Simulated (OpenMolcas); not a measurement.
## P⁺: effect of correlating more closed shells

```yaml
Program: OpenMolcas
Basis: ANO-RCC-VTZP [5s4p2d1f]
Scalar_Hamiltonian: DKH2, point nucleus
Active_space: 2 electrons in 3 orbitals (3p)
State_averaging: 2S+1 = 3 even, 3 roots; 2S+1 = 1 even, 6 roots
Spin-orbit_coupling: state interaction with AMFI integrals over the reference wave functions, term energies averaged over their components
```

Methods on the same reference wave functions:
A. CASSCF
B. SS-CASPT2, IPEA 0.25 Eh, imaginary shift 0.1 Eh (closed shells correlated: 3s)
C. SS-CASPT2, IPEA 0.25 Eh, imaginary shift 0.1 Eh (closed shells correlated: 2s 2p 3s)

Energies in cm⁻¹ above 3s² 3p² ³P₀, the measured ground level; measured values from NIST Handbook of Basic Atomic Spectroscopic Data.

```
      Level      A      B      C  Measured
3s² 3p² ³P₀    0.0    0.0    0.0       0.0
3s² 3p² ³P₁    145    146    146       165
3s² 3p² ³P₂    420    421    421       469
3s² 3p² ¹D₂  11618   8970   8920      8882
3s² 3p² ¹S₀  28387  22040  21950     21576
```

Deviations, from unrounded energies. A percentage is the sum of absolute deviations over the sum of measured energies, with the sign that they share, or ± where signs differ.

```csv
Against measurement,Levels,A,B,C
mean absolute deviation (cm-1),4,2400,150,120
fine structure of the ground term (%),2,-10.9,-10.5,-10.5
other terms of the ground configuration (%),2,+31.3,+1.8,+1.4
```

C lies closest to measurement on these levels and A furthest from it. The largest miss of C in the table is 3s² 3p² ¹S₀, by +370 cm-1. The ranking rests on the paired levels alone, and a cruder setting can come out closer through cancelling errors.

Between B and C the level of the table that moves most is 3s² 3p² ¹S₀, by 91 cm-1 (lowest in C, highest in B). Moves below CASPT2's spread within the term are not significant.

The mean deviations of B to C differ by less than CASPT2's widest spread within a term (110 cm-1), so their order carries little weight.

From A to B the spin-free energies of the other terms of 3s² 3p² shown, above ³P, scale by a factor of 0.77.

The lowest spin-free term lies below A's lowest term by 0.066 hartree in B, 0.084 hartree in C.

What an inner shell adds also hangs on whether the basis holds functions to correlate it.

CASPT2 breaks the degeneracy within a term, and the mean is taken; among the terms shown or strongly mixed into the levels shown the widest spread is 110 cm-1 (3s² 3p² ¹D, C). With the s shell closed, the reference lacks s² → p² mixing. Without dynamic correlation excited terms often stand tens of per cent too high (terms of higher spin than the ground term too low), and those without a measured partner can miss by more than the paired ones (holds for A). Measured partners are found by configuration, term and J. A level has none where our copy of the source lacks it or the pairing is in doubt (some pairs that miss far off the trend of their configuration count as doubtful), and it then counts in no deviation. Only configurations of the active space appear.
